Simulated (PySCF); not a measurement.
**Al⁺: excitation energy**

Al⁺ [Ne] 3s2 (1S) → Al⁺ [Ne] 3d2 (3F), as a difference of total energies. Computed with PySCF 2.14 in dyall-av2z (13s9p2d, 50 functions), with no relativity, point nucleus. Correlated levels: valence: [Ne] frozen; virtual orbitals above 40 to 60 times the deepest correlated orbital energy dropped. The calculations carry no spin-orbit coupling.

```
           method  excitation energy (eV)
              UHF                  24.588
    MP2 (valence)                  25.272
SCS-MP2 (valence)                  25.423
   CCSD (valence)                  25.618
```

Question: How much does correlation contribute at MP2 (valence)?

Answer: 25.272 − (24.588) = 0.684 eV, measured against UHF.

The upper state lies above the first ionisation limit, where it may autoionise and the basis confines it.

The promoted electron is Rydberg-like, and one or two diffuse shells describe it only roughly, which tends to raise the upper state.

With two correlated electrons CCSD is exact in that space.
